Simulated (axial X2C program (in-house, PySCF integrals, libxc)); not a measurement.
## Levels of YO by electron attachment to YO⁺ (EOM-EA-CCSD)

Computed with an axial X2C code built on PySCF integrals: two-component X2C with atomic mean-field Coulomb and Gaunt terms, Gaussian nuclei, basis Y dyall-acv3z, O dyall-av3z with contracted cores.

R = 1.775 Å (near the PBE0 minimum at charge 0 of the determinant lowest at the starting distance; the state shown can have its own minimum elsewhere).

Levels of YO obtained by attaching an electron to YO⁺:

| Ω | binding energy (eV) | above lowest (cm⁻¹) | attached spinor | one-particle weight |
| --- | --- | --- | --- | --- |
| 1/2 | 6.114 | 0 | 69% Y sσ, 14% Y pσ, 8% O pσ | 0.98 |
| 1/2 | 4.070 | 16481 | 65% Y pπ, 27% Y dπ, 7% O pπ | 0.99 |
| 3/2 | 4.062 | 16550 | 95% Y dδ | 0.97 |
| 5/2 | 4.018 | 16900 | 97% Y dδ | 0.97 |
| 3/2 | 4.018 | 16903 | 65% Y pπ, 27% Y dπ, 7% O pπ | 0.99 |
| 1/2 | 3.395 | 21931 | 45% Y pσ, 43% Y dσ | 0.98 |
| 1/2 | 2.094 | 32418 | 78% Y sσ, 16% Y pσ | 1.00 |
| 1/2 | 1.778 | 34974 | 69% Y pπ, 18% Y dπ, 7% Y fπ | 0.99 |
| 3/2 | 1.764 | 35080 | 68% Y pπ, 18% Y dπ, 8% Y fπ | 0.99 |

**Question.** Take the first Ω = 1/2 and Ω = 3/2 rows of π character: how far apart are they, and which lies lower?

**Answer.** E(3/2) − E(1/2) = 16903 − 16481 = 422 cm⁻¹ at EOM-EA-CCSD: regular, Ω = 1/2 lower. Splittings at this level can be off by ten to twenty per cent.

This point took 54 s on 1 thread of Intel(R) Xeon(R) Platinum 8375C CPU @ 2.90GHz (Ice Lake) (shared host).

Reference electrons by ω block (each with its −ω partner): 1/2: 16, 3/2: 6, 5/2: 1. 16 electrons of YO⁺ correlated (inner shells frozen), 88 natural virtual spinors (a truncated set); levels can be off by some tenths of an eV. Roots sought by Ω: (1/2: 5, 3/2: 4, 5/2: 2, 7/2: 1); the list ends where they run out and leaves out roots under 60 % one-particle weight. The solver can skip a root, and states that need a further excitation, which the method places far too high, are missing though they may lie low or lowest. T1 of the reference 0.027 (Lee–Taylor). The reference was not checked to be the lowest state of its species. Number of frozen shells: Y 3 s, 2 p, 1 d; O 1 s. Large amplitudes in the reference (orbital relaxation or multireference character) lower the reliability.
